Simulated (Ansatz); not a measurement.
Species: BHF, charge 1, singlet. BHF+ (parent SMILES F[BH], singlet).
B3LYP-D3(BJ)/def2-TZVP minimum from Ansatz (an electronic-structure program):
```xyz
3

B      0.0000     0.0000    -0.6502
F      0.0000     0.0000     0.5641
H      0.0000     0.0000    -1.8264
```
Charge +1, spin multiplicity 1.

Total energies in cc-pVQZ, 10 correlated electrons, 2 frozen orbitals. Radicals and triplets start from unrestricted determinants; spin-orbit coupling is neglected. Correlated methods leave the cores frozen. No relativity. The spin of HBF+ (parent SMILES [BH]F, singlet) was assumed, and the state is the lowest solution found for it.

```csv
method,program,energy (Eh),minus CCSDT(Q) (mEh)
HF,Ansatz,-124.46704,364.44
MP2,Ansatz,-124.81465,16.83
CCSD,Ansatz,-124.81966,11.82
CCSD(T),Ansatz,-124.83094,0.54
CCSDT(Q),Ansatz,-124.83149,0.00
```

Rough core times of Ansatz's runs on a shared machine: CCSD(T) under 20 s, CCSDT(Q) 4 min.
